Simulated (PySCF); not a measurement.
Exercise with solution: refractive index and permittivity of the vapour

Mo(O)2(OH) (HMoO3), SMILES [O]=[Mo](=[O])[OH] (connectivity only; charge and spin as stated), neutral, multiplicity 2.

The structure is a stationary point at B3LYP-D3(BJ)/def2-SVP. The geometry has at least one imaginary mode, so it is a saddle point at that level. The spin state was assumed, not searched. The isomer is the one that the SMILES or the coordinates give; other isomers of the formula were not compared. The def2 effective core potentials stand for the cores of Mo; spin–orbit coupling is left out. Other conformers were not sampled.

M06-2X/def2-TZVPD run with PySCF gives a mean static polarisability of 47.5 bohr³ and a dipole moment of 3.97 D. Take an ideal gas at 298.15 K and 0.01 bar, whether or not the substance is that volatile.

Q: Work out n − 1 in the optical limit and the static ε − 1.

A: 
Polarisability volume α' = 47.5 × 0.148185 = 7.04 Å³. Number density N = p/kT = 2.43e-7 Å⁻³.
Dilute limit of Lorentz–Lorenz: n − 1 = 2π N α' = 1.1e-5.
Orientation term of Debye: μ²/(3kT) = 8.098 Å³ × μ²(D²) = 127.63 Å³.
ε − 1 = 4π N (α' + μ²/3kT) = 0.00041. Orientation of the dipole supplies 95 % of the static response; it can't follow optical fields. Vibrational polarisation and dispersion are left out.
